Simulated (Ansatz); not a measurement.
A trace of molecular dynamics of ClGaH3N (6 atoms, charge 0, multiplicity 1).

Method: RKS PBE/def2-SVP (Ansatz).

```yaml
ensemble: NVE (velocity Verlet)
starting_velocities_drawn_for: 300 K
seed: 6822
```

```csv
time (fs),T (K),potential energy less start (eV),conserved less start (meV/atom)
0,300,0.000,0.00
4,252,0.025,0.03
8,206,0.049,0.08
12,188,0.059,0.12
16,211,0.047,0.15
20,440,-0.072,0.11
24,923,-0.322,0.08
28,1875,-0.814,0.00
32,2846,-1.317,-0.10
36,2983,-1.388,-0.02
40,2680,-1.230,0.07
44,2514,-1.145,0.03
48,2166,-0.965,-0.04
52,1558,-0.650,0.08
56,1777,-0.764,-0.09
60,1747,-0.748,0.04
64,1907,-0.830,0.10
68,2570,-1.174,-0.02
72,2609,-1.194,-0.02
76,2076,-0.919,-0.04
80,1660,-0.703,0.05
84,1855,-0.804,0.03
88,2220,-0.992,0.13
92,2936,-1.363,-0.10
96,2762,-1.273,0.04
100,2674,-1.228,-0.05
```

Question: Can this run be trusted? Judge the integration.

Answer: The conserved energy stayed within 0.17 meV per atom of its start (net change -0.053 meV per atom), so the integration is sound. The kinetic energy rose, since the run started high on the potential surface and went downhill. A run of 0.1 ps of so small a system gives no equilibrium averages. The orbitals stay closed-shell, which can raise the energy where a bond breaks towards radicals; this wasn't checked here. The time step was 0.5 fs.

The run took 6.2 min on 1 thread of Arm Neoverse V2, with other jobs on the host, peak memory 0.14 GiB.
